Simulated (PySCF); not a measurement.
**CsHg and its ions**

UHF-MP2; basis Cs def2-SVP with ECP46, Hg def2-SVP with ECP60; scalar-relativistic core potentials; PySCF 2.14. Neutral (UHF): doublet (σ ↑), Re = 4.588 Å, ωe = 11.6 cm⁻¹, De = 0.04 eV.

CsHg⁺ (RHF): singlet (closed shell), Re = 3.911 Å, ωe = 38.4 cm⁻¹, De = 0.16 eV to Cs⁺ + Hg. The energies at the minima are -172.81803 hartree for CsHg and -172.68538 for CsHg⁺.

Question: Work out the adiabatic ionisation energy, without and with harmonic zero-point energies (1 hartree = 27.2114 eV, 1 eV = 8065.5 cm⁻¹), and the change of the bond length.

Answer: At MP2: 0.13265 hartree = 3.610 eV between the minima; the zero-point term (38.4 − 11.6)/2 cm⁻¹ = +0.002 eV makes it 3.611 eV. Re changes by -67.7 pm against the neutral. The electron leaves a σ orbital, and the shorter bond of the ion fits an antibonding orbital, or a change in how ionic the bond is.

Correlated steps freeze no core orbitals. Weak bonds: CsHg, CsHg⁺. Basis-set superposition, not corrected here, can be much of De in a small basis, most of all at correlated wavefunction levels. Spin–orbit coupling is left out. For an ion De counts to the pair picked by the measured ionisation energies or electron affinities, which need not be the lowest pair at this level. States were picked by a PBE0 search and need not be the measured ground states.

Neutral and ion stand on different kinds of reference determinant, which adds to the error of the difference.
